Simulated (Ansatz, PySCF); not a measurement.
barium atom (Ba), singlet (core potentials on Ba). Base run: CASSCF(2,2)/def2-SVP (PySCF).

Here is a job for PySCF.
```python
from pyscf import gto, scf, mcscf
import numpy

mol = gto.Mole()
mol.atom = '''
    Ba    0.00000000    0.00000000    0.00000000
'''
mol.basis = 'def2-svp'
mol.ecp = {'Ba': 'def2-svp'}
mol.verbose = 3
mol.build()

mf = scf.RHF(mol)
mf.kernel()
mc = mcscf.CASSCF(mf, 2, 2)
mc.fix_spin_(ss=0.0)
mc.kernel()
occ = numpy.linalg.eigvalsh(mc.fcisolver.make_rdm1(mc.ci, mc.ncas, mc.nelecas))[::-1]
ss = mc.fcisolver.spin_square(mc.ci, mc.ncas, mc.nelecas)[0]
print('natural occupations', occ.round(4), ' <S^2>', round(ss, 4))
```

Programs used: Ansatz (a quantum-chemistry and plane-wave program), PySCF; a row that names a program was run with it.

Each row names what was changed in the base input (with any setting that the change needs).

```json
[
 {"change": "base", "ΔE vs base (mEh)": "0.000", "natural occupations": "1.91 0.09", "<S^2> of the state": "0.00"},
 {"change": "active space = 6 electrons, 8 orbitals", "ΔE vs base (mEh)": "-25.755", "natural occupations": "1.99 1.99 1.87 0.05 0.04 0.04 0.01 0.01", "<S^2> of the state": "0.00"},
 {"change": "code = ansatz; correction = SC-NEVPT2, all electrons", "ΔE vs base (mEh)": "-95.090", "natural occupations": "-", "<S^2> of the state": "-"},
 {"change": "solver = newton", "ΔE vs base (mEh)": "0.000", "natural occupations": "1.91 0.09", "<S^2> of the state": "0.00"},
 {"change": "orbitals = fixed (CASCI)", "ΔE vs base (mEh)": "1.186", "natural occupations": "1.93 0.07", "<S^2> of the state": "0.00"},
 {"change": "active space = 4 electrons, 3 orbitals", "ΔE vs base (mEh)": "-0.014", "natural occupations": "2.00 1.91 0.09", "<S^2> of the state": "0.00"},
 {"change": "active space = 6 electrons, 5 orbitals", "ΔE vs base (mEh)": "-5.584", "natural occupations": "2.00 2.00 1.87 0.07 0.07", "<S^2> of the state": "0.00"},
 {"change": "fix_spin_ = off", "ΔE vs base (mEh)": "0.000", "natural occupations": "1.91 0.09", "<S^2> of the state": "0.00"},
 {"change": "orbitals = fixed (CASCI); correction = SC-NEVPT2", "ΔE vs base (mEh)": "-66.222", "natural occupations": "1.93 0.07", "<S^2> of the state": "0.00"},
 {"change": "active space = 4 electrons, 4 orbitals", "ΔE vs base (mEh)": "-5.530", "natural occupations": "2.00 1.87 0.07 0.07", "<S^2> of the state": "0.00"},
 {"change": "active space = 10 electrons, 9 orbitals", "ΔE vs base (mEh)": "-15.926", "natural occupations": "2.00 2.00 2.00 2.00 1.86 0.05 0.05 0.05 0.01", "<S^2> of the state": "0.00"}
]
```

Active orbitals are taken around the Fermi level unless the row says otherwise; CASSCF can end in different local minima, and two programs can end on different orbitals. State-averaged rows give the lowest state.
